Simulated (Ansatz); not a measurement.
[NbF6]- (NbF₆⁻). The state is a singlet with charge -1. Geometry PBE0-D4/def2-SVPD, basis def2-TZVPD, Ansatz.

```xyz
7

Nb    0.0000    0.0000    0.0000
F    -1.0558   -0.0875   -1.5830
F     1.0559    0.0875    1.5830
F     0.8975   -1.6008   -0.5102
F    -0.8976    1.6009    0.5101
F    -1.3068   -1.0287    0.9287
F     1.3069    1.0287   -0.9286
```

```
run  HOMO (eV)  LUMO (eV)
  A      -4.81       1.56
  B      -4.33       1.53
  C      -9.24       4.59
  D      -6.38       2.22
  E      -4.96       1.56
  F      -8.93       4.36
```

In the def2 sets Nb takes a core potential; there is no spin–orbit coupling. LC-ωPBE has ω = 0.4 bohr⁻¹.

The runs used B97M-V, LC-ωPBE, PBE, PBE0, r2SCAN, ωB97M-V. Estimate which is which.

A r2SCAN (0 % exact exchange); B PBE (0 % exact exchange); C LC-ωPBE (range-separated); D PBE0 (25 % exact exchange); E B97M-V (0 % exact exchange); F ωB97M-V (range-separated). Exact exchange lowers occupied and raises empty levels; among semilocal functionals meta-GGAs tend to open the gap a little, and such runs are hard to tell apart. The gap grows from 5.86 eV (PBE) to 13.83 eV (LC-ωPBE).
